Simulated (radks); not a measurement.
Ce1.625+, 56.375 electrons, occupied as [Kr] 4d10 4f1 5s(up 1, down 0.375) 5p6 5d2 (fractional occupations, a model configuration). Calculated with a radial shooting solver on a logarithmic mesh with Libxc functionals: scalar-relativistic Kohn-Sham, r2SCAN, spin-polarised, spherical densities, finite nucleus; open shells are filled with parallel spins first (spin-orbit coupling, left out, can overturn this in heavy ions); meta-GGA in the generalised Kohn-Sham scheme; Fermi nuclear charge, rms radius 4.8771 fm.

Radial electron density D(r) = 4 pi r^2 rho(r):

r (bohr),D(r) (e/bohr),spin D(r)
0.002786,14.41,0.00376
0.003218,17.79,0.00461
0.003746,22.04,0.00566
0.004327,26.74,0.00680
0.004997,32.11,0.00805
0.005771,38.10,0.00939
0.006718,44.97,0.0108
0.007758,51.76,0.0120
0.00896,58.51,0.0131
0.01035,64.81,0.0136
0.01205,70.42,0.0136
0.01391,74.23,0.0127
0.01607,76.16,0.0108
0.01856,76.06,0.00811
0.0216,74.00,0.00468
0.02495,70.97,0.00158
0.02881,68.13,-0.000308
0.03327,66.97,0.000308
0.03874,69.07,0.00494
0.04474,74.76,0.0136
0.05167,83.29,0.0255
0.05967,92.40,0.0382
0.06946,99.11,0.0486
0.08022,99.82,0.0529
0.09265,94.28,0.0527
0.107,84.85,0.0541
0.1246,75.93,0.0679
0.1439,73.31,0.0989
0.1661,77.49,0.142
0.1919,84.26,0.179
0.2234,86.17,0.193
0.258,77.73,0.195
0.2979,60.86,0.238
0.344,43.09,0.382
0.4005,32.14,0.659
0.4626,31.43,0.962
0.5342,35.28,1.16
0.6169,36.58,1.16
0.7182,31.70,1.03
0.8295,23.37,0.926
0.9579,15.59,0.977
1.106,10.82,1.17
1.288,8.751,1.41
1.487,7.869,1.53
1.718,6.738,1.52
1.984,5.117,1.38
2.309,3.302,1.13
2.667,1.916,0.854
3.08,1.000,0.579
3.557,0.4806,0.348
4.141,0.2035,0.174
4.783,0.08073,0.0754
5.524,0.02736,0.0267
6.379,0.007518,0.00745
7.426,0.001454,0.00145
8.577,0.0002248,0.000225

D(r) has 4 maxima, at r = 0.0171, 0.0759, 0.215, 0.598 bohr, and minima at 0.0330, 0.140, 0.434 bohr, inside which lie 1.96, 11.13, 28.96 electrons.
